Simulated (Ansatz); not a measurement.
Ansatz (an electronic-structure program) input (CAM-B3LYP/def2-TZVPD):

Ansatz 0.2 input:
```yaml
crystal:
  periodic: [false, false, false]
  atoms:
    - {symbol: O, position_ang: [1.14207638, -0.57711701, 0.03962065]}
    - {symbol: C, position_ang: [-0.16899708, 0.04002171, -0.00836365]}
    - {symbol: O, position_ang: [-0.13209157, 1.28601244, 0.06261514]}
    - {symbol: O, position_ang: [-1.09820330, -0.76284603, -0.11072653]}
    - {symbol: H, position_ang: [1.71973041, 0.19147453, 0.11810776]}
basis:
  gaussian:
    orbitals: def2-TZVPD
hamiltonian:
  xc: {name: CAM-B3LYP}
total_charge: -1
output: {forces: true}
```

Output:

```
Functional definition: CAM-B3LYP
integrals: 0.07 GiB planned
777 factors; their error is unknown
integrals: 0.11 GiB planned
254 factors; integrals over basis functions are off by at most 4.8e-5 eV
mean field: 0.73 GiB planned
mean field evaluation 1: about -7193.8122 eV, gradient 4.6e1 eV
mean field evaluation 2: about -7191.3620 eV, gradient 6.3e1 eV
mean field evaluation 4: about -7197.2687 eV, gradient 2.8e0 eV
mean field evaluation 8: about -7197.2826 eV, gradient 1.4e-1 eV
mean field evaluation 16: about -7197.2968 eV, gradient 3.0e-4 eV
mean field -7197.29683995 eV, -264.4957803650 hartree, gradient 2.2e-5 eV, S^2 0.000000; 0 other end points of the search recorded, 0 dependent functions left out
the calculation of the forces begins
reference -7197.29695307 eV, -264.4957845224 hartree; 16, 16 occupied and 150, 150 virtual orbitals, 777 factors
Total energy: -7197.29695307 eV, -264.4957845224 hartree
Atom 0 at     1.142076    -0.577117     0.039621 Å, force    -0.353822     0.293984    -0.005926 eV/Å
Atom 1 at    -0.168997     0.040022    -0.008364 Å, force     0.110562    -0.098535     0.001484 eV/Å
Atom 2 at    -0.132092     1.286012     0.062615 Å, force    -0.008726    -0.392530    -0.022179 eV/Å
Atom 3 at    -1.098203    -0.762846    -0.110727 Å, force     0.278857     0.270997     0.032376 eV/Å
Atom 4 at     1.719730     0.191475     0.118108 Å, force    -0.026872    -0.073915    -0.005754 eV/Å
Dipole moment:     0.547828     0.045529     0.036771 e Å
```

It need not be the lowest isomer of its formula.
